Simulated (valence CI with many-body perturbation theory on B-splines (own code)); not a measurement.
**Al⁸⁺ in three bases**

Calculated by relativistic CI+MBPT: three valence electrons over a frozen Dirac-Fock core [He], radial functions for each j: 9 s, 9 p, 8 d, 6 f, 3 g, 1 h, with the one-electron correlation potential Σ1, the two-electron term Σ2, the three-electron term Σ3, Breit, model QED; selected CI, second order for the rest (own B-spline code, finite nucleus).

No measured spectrum was set against this ion. As an estimate, levels of excited configurations hold to 0.05 to 0.15 % of their energy, terms of the ground configuration to about 0.5 %.

The reference run has the lowest level 2s2 2p 2P°_1/2 and an ionisation energy of 330.163 eV. Its largest variational space holds 9586 state functions.

Changed runs:
A. basis 6 s, 6 p, 5 d, 3 f, 1 g
B. basis 5 s, 5 p, 4 d, 2 f

Excitation energies of the reference run in cm⁻¹, and shifts in cm⁻¹:

| Level | Reference | A | B |
| --- | --- | --- | --- |
| 2s2 2p 2P°_3/2 | 4887 | -0.5 | -1.0 |
| 2s 2p2 4P_1/2 | 145076 | -125 | -364 |
| 2s 2p2 4P_3/2 | 146787 | -125 | -365 |
| 2s 2p2 4P_5/2 | 149270 | -124 | -364 |
| 2s 2p2 2D_5/2 | 259795 | +119 | +353 |
| 2s 2p2 2D_3/2 | 259817 | +119 | +353 |
| 2s 2p2 2S_1/2 | 332945 | +237 | +668 |
| 2s 2p2 2P_1/2 | 354302 | +149 | +479 |
| 2s 2p2 2P_3/2 | 357183 | +148 | +476 |
| 2p3 4S°_3/2 | 460814 | -106 | -321 |
| 2p3 2D°_5/2 | 520098 | +109 | +305 |
| 2p3 2D°_3/2 | 520161 | +108 | +304 |
| Ionisation energy (eV) | 330.163 | -0.016 | -0.050 |
